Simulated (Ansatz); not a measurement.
Ansatz (an electronic-structure program) input (BLYP/6-31G* with LANL2DZ past Ar): The .json file joins the Basis Set Exchange's 6-31G* for atoms up to Ar and LANL2DZ past it.

Ansatz 0.2 input:
```yaml
crystal:
  periodic: [false, false, false]
  atoms:
    - {symbol: Sn, position_ang: [-0.00000000, -0.00000000, -0.26145457]}
    - {symbol: O, position_ang: [0.00000000, 0.00000000, 1.63409107]}
basis:
  gaussian:
    orbitals: 6-31Gs+LANL2DZ.json
hamiltonian:
  xc: {name: BLYP}
total_charge: -1
magnetization: {spin_polarized: true, initial_magnetization: 1}
output: {forces: true}
```

Predict the final energy.

-78.56152 Eh.
